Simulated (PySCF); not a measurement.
ethenylcyclopropane (C5H8), SMILES C=CC1CC1.

Geometry: B3LYP-D3(BJ)/def2-SVP. The values are those of a single conformer.

Computed with SMD-B3LYP/def2-SVP (PySCF).

Solvation free energies are E(SMD) − E(gas) at the gas-phase geometry, for 1 M in both phases. In vacuum the dipole moment is 0.54 D.

**Question.** Rank water, ethylethanoate, cyclohexanone by solvation free energy, most negative first.

**Answer.** ethylethanoate (-3.7 kcal/mol), cyclohexanone (-3.4 kcal/mol), water (0.4 kcal/mol)
